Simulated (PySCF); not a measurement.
Correlation energy of Er²⁺ (erbium, charge +2)

[Xe] 4f11 6p1, one real determinant (an excited configuration). All numbers are calculated (PySCF 2.14, the spin-free X2C one-electron Hamiltonian (Gaussian nucleus), in ANO-RCC-VTZP (8s7p5d3f2g1h, 104 functions)). Frozen: [Kr] 4d10; 20 electrons correlated.

MP2 pair energies summed by pair of shells (mhartree):

| pair | energy | share (%) |
| --- | --- | --- |
| 4f-4f | -418.10 | 45.6 |
| 4f-5p | -250.78 | 27.4 |
| 5p-5p | -129.50 | 14.1 |
| 4f-5s | -56.02 | 6.1 |
| 5s-5p | -33.33 | 3.6 |
| 5p-6p | -13.62 | 1.5 |
| 4f-6p | -7.51 | 0.8 |
| 5s-5s | -6.42 | 0.7 |
| 5s-6p | -0.71 | 0.1 |

Total MP2 correlation energy: -916.00 mhartree.

Same-spin part -355.13 and opposite-spin part -560.86 mhartree; SCS-MP2 scales them by 1/3 and 6/5 to -791.41 mhartree.

The reference is one real determinant that mixes LS terms of this configuration.
